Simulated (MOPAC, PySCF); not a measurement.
C₄H₄, SMILES `C=C=C=C`, neutral singlet in the gas phase. 

Cartesian coordinates (Å):
```xyz
8

C      1.9379     0.1218     0.0958
C      0.6299     0.0397     0.0412
C     -0.6299    -0.0394    -0.0114
C     -1.9379    -0.1217    -0.0659
H      2.4453     0.4704     0.9883
H      2.5572    -0.1562    -0.7496
H     -2.5571     0.1542     0.7802
H     -2.4454    -0.4687    -0.9590
```
Charge 0, multiplicity 1.

All levels are single points at this geometry (B3LYP-D3(BJ)/def2-TZVP); Pople sets use spherical d functions. Orbital energies aren't observables, and empty levels follow the basis.

| level | HOMO (eV) | LUMO (eV) | gap (eV) | dipole (D) | vertical IE, Delta-SCF (eV) |
|---|---|---|---|---|---|
| B3LYP-D3(BJ)/def2-TZVP in PySCF | -6.88 | -1.81 | 5.07 | 0.00 | – |
| BP86/6-31G* in PySCF | -5.87 | -2.16 | 3.70 | 0.00 | – |
| PBE/6-31G* in PySCF | -5.77 | -2.07 | 3.70 | 0.00 | 9.00 |
| SVWN5/6-31G* in PySCF | -5.93 | -2.25 | 3.68 | 0.00 | 9.26 |
| HF/6-31G* in PySCF | -8.95 | 2.51 | 11.46 | 0.00 | – |
| PM6 in MOPAC | -9.55 | -0.36 | 9.19 | 0.00 | – |
